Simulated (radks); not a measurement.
Removal energies from the gold ion Au8+, [Xe] 4f14 5d3, by Delta-SCF beside the eigenvalue of the level emptied. All-electron calculation, non-relativistic Kohn-Sham, PBE, spin-polarised, spherical densities, point nucleus. Program: a radial shooting solver on a logarithmic mesh with Libxc functionals. Open shells are filled with parallel spins first.

| removed from | final configuration | Delta-SCF (eV) | -eigenvalue (eV) |
|---|---|---|---|
| 5d | [Xe] 4f14 5d2 | 132.60 | 123.75 |
| 5p | [Kr] 4d10 4f14 5s2 5p5 5d3 | 183.86 | 174.08 |
| 5s | [Kr] 4d10 4f14 5s1 5p6 5d3 | 216.58 | 206.32 |
| 4f | [Xe] 4f13 5d3 | 240.93 | 223.64 |
